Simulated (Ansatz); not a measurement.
Cost and result for the atomization energy of `COB(N)O` (11 atoms, 10 bonds).

Cartesian coordinates in Å:
```
C -1.444 -0.106 -0.641
O -0.246 -0.823 -0.496
B 0.817 -0.291 0.194
N 0.793 0.983 0.797
O 1.957 -1.048 0.297
H -1.286 0.838 -1.177
H -2.138 -0.716 -1.220
H -1.904 0.111 0.330
H 0.008 1.605 0.774
H 1.591 1.337 1.293
H 1.853 -1.890 -0.151
```

The species carries charge 0 and has multiplicity 1. Geometry: relaxed with PBE0-D4/def2-TZVP. It is one conformer, not always the lowest. Program: Ansatz. All runs use 4 threads of a server CPU on a shared host. Times are those of one run each, without the atoms' runs, and a repeat can differ threefold. Electronic energies, without spin–orbit coupling; frozen cores. CCSD(T)/CBS adds CCSD(T) − MP2 in def2-TZVPP to the MP2 limit, and its time is that of the two runs behind it. T1 = 0.011. B3LYP takes the VWN-RPA correlation (the form of Gaussian; ORCA's B3LYP/G). HSE06 is the plane-wave form, built on full-range PBE exchange.

CCSD(T)/CBS is a level of theory with its own doubt, some kJ/mol a heavy atom from the limit and from the frozen cores, so smaller differences don't rank the functionals.

```tsv
level	functions	wall time
LDA (SPW92)/def2-TZVPP	239	1.5 s
revPBE-D4/def2-TZVPP	239	1.6 s
BLYP-D4/def2-TZVPP	239	1.7 s
HSE06-D4/def2-TZVPP	239	2.3 s
B3LYP-D4/def2-TZVPP (with forces)	239	3 s
r2SCANh-D4/def2-TZVPP	239	3.4 s
r2SCAN-D4/def2-TZVPP (with forces)	239	3.6 s
B2PLYP/def2-TZVPP	239	4.2 s
CCSD(T)/def2-SVP	100	4.4 s
ωB97M-V/def2-TZVPP (with forces)	239	8.5 s
MP2/def2-QZVPP	465	24 s
CCSD(T)/def2-TZVPP	239	2.1 min
CCSD(T)/CBS(def2)	–	2.5 min
```

(1) What atomization energy does each give, and how far from CCSD(T)/CBS? (An estimate is asked.)

Answers

(1) Ansatz gave: 
```csv
level,atomization (kJ/mol),difference from CCSD(T)/CBS,per bond
LDA (SPW92)/def2-TZVPP,5182.9,693.7,69.4
revPBE-D4/def2-TZVPP,4464.2,-25.0,-2.5
BLYP-D4/def2-TZVPP,4509.9,20.7,2.1
HSE06-D4/def2-TZVPP,4495.7,6.5,0.7
B3LYP-D4/def2-TZVPP (with forces),4500.7,11.5,1.1
r2SCANh-D4/def2-TZVPP,4465.2,-24.0,-2.4
r2SCAN-D4/def2-TZVPP (with forces),4499.0,9.8,1.0
B2PLYP/def2-TZVPP,4457.5,-31.7,-3.2
CCSD(T)/def2-SVP,4251.4,-237.8,-23.8
ωB97M-V/def2-TZVPP (with forces),4513.5,24.3,2.4
MP2/def2-QZVPP,4539.4,50.2,5.0
CCSD(T)/def2-TZVPP,4367.1,-122.1,-12.2
CCSD(T)/CBS(def2),4489.2,0.0,0.0
```

At CCSD(T), def2-SVP lies −237.8 kJ/mol from the extrapolated value and def2-TZVPP −122.0 kJ/mol: correlation converges slowly with the basis, and small sets miss more of it in the bonded molecule than in its fragments. The D4 term adds +26.7 kJ/mol with B3LYP and +14.0 kJ/mol with PBE0; it sums over pairs of atoms, weighted by their polarisabilities, and B3LYP, whose exchange is more repulsive, gets the larger term. In def2-TZVPP, CCSD(T) changes the Hartree–Fock value by +1137.3 kJ/mol (the triples alone add +65.1 kJ/mol) and MP2 by +1237.0 kJ/mol; breaking electron pairs costs correlation energy, which Hartree–Fock lacks.
